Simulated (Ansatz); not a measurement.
C2H8Zn, closed shell: at a first-order saddle point.

in.yaml

```yaml
crystal:
  periodic: [false, false, false]
  atoms:
    - {symbol: Zn, position_ang: [-0.225742, -0.074040, -0.445097]}
    - {symbol: C, position_ang: [0.754794, 1.402770, 0.819346]}
    - {symbol: C, position_ang: [-0.714580, -1.946311, -0.409084]}
    - {symbol: H, position_ang: [0.143643, 1.513681, -0.571246]}
    - {symbol: H, position_ang: [-0.342798, 1.334883, -1.527806]}
    - {symbol: H, position_ang: [1.728915, 0.933569, 0.981317]}
    - {symbol: H, position_ang: [0.934868, 2.470021, 0.653367]}
    - {symbol: H, position_ang: [0.155678, 1.317336, 1.730023]}
    - {symbol: H, position_ang: [-0.528531, -2.384289, 0.572783]}
    - {symbol: H, position_ang: [-1.771757, -2.068159, -0.652621]}
    - {symbol: H, position_ang: [-0.134291, -2.499461, -1.150883]}
basis:
  gaussian: {orbitals: def2-TZVPP}
hamiltonian: {xc: {name: PBE-QIDH}}
correlation: {frozen_orbitals: {C: 1, H: 0, Zn: 9}}
```

Run by:

```bash
ansatz run in.yaml --threads 8 --pin off --events-out ev --progress --plain --max-ram 19148MiB
```

What Ansatz 0.2.0 printed:

```
Functional definition: PBE-QIDH
  name "PBE-QIDH"
  cite "Brémond, Sancho-García, Pérez-Jiménez & Adamo, J. Chem. Phys. 141, 031101 (2014) doi:10.1063/1.4890314"
  cite "Perdew, Burke & Ernzerhof, Phys. Rev. Lett. 77, 3865 (1996) doi:10.1103/PhysRevLett.77.3865"
  parameter a = 3^(-1/3)
  parameter c = 1/3
  exchange = (1 - a)*pbe_x + a*exact_x
  correlation = (1 - c)*pbe_c + c*(mp2_os + mp2_ss)
1421 factors; integrals over basis functions are off by at most 1.2e-3 eV
mean field evaluation 1: about -50590.9886 eV, gradient 5.0e1 eV
mean field evaluation 2: about -50591.1926 eV, gradient 5.0e1 eV
mean field evaluation 4: about -50596.5855 eV, gradient 1.0e1 eV
mean field evaluation 8: about -50596.6646 eV, gradient 5.3e-1 eV
mean field evaluation 16: about -50596.6651 eV, gradient 8.4e-5 eV
mean field -50596.66513795 eV, -1859.3931481683 hartree, gradient 3.9e-6 eV, S^2 0.000000; 0 other end points of the search recorded, 0 dependent functions left out
11 core orbitals not correlated: weight in the atoms' cores, before any rotation towards them, 1.000 or more for the frozen orbitals, at most 0.000 for the correlated occupied ones
reference -50596.66515234 eV, -1859.3931486972 hartree; 14, 14 occupied and 213, 213 virtual orbitals, 1421 factors
second order -28.17876579 eV of doubles, -0.00000000 eV of singles
Total energy: -50606.05807427 eV, -1859.7383322114 hartree
```

Hardware: 8 CPU threads of an Arm Neoverse V2, shared host. Wall time about 2.2 s.
